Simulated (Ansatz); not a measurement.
Species: CrCl, net charge 0, sextet state. The spin state was set by rule; other spins were not relaxed. 
Coordinates optimised at B3LYP-D3(BJ)/def2-TZVP (Ansatz, a first-principles code):
SMILES: [Cr][Cl]
```xyz
2

Cr     0.0000     0.0000    -0.9176
Cl     0.0000     0.0000     1.2955
```
Charge 0, spin multiplicity 6.

Basis-set convergence of Hartree-Fock and CCSD(T) correlation energies (hartree) with Ansatz. Correlated levels leave the core frozen unless marked. UHF or UKS for open shells. Spin-orbit coupling is left out. Frozen are the shells of the preceding noble gas and the d and f shells that filled before the atom's block. No relativistic terms.

The T1 diagnostic of CCSD in the largest basis is 0.137, which is high, so the coupled-cluster rows are less sure than usual.

| basis | functions | E(HF) | E(corr, CCSD(T)) |
|---|---|---|---|
| def2-SVP | 49 | -1502.60380 | -0.22367 |
| def2-TZVPP | 106 | -1502.90835 | -0.32404 |
| def2-QZVPP | 163 | -1502.94353 | -0.35401 |

Extrapolating the two largest sets (X = 3 and 4) as X^-3: E(corr) = (64·(-0.35401) - 27·(-0.32404))/37 = -0.3759 Eh, an estimate of the basis-set limit. The largest set recovers 94.2 % of it, the smallest 59.5 %.
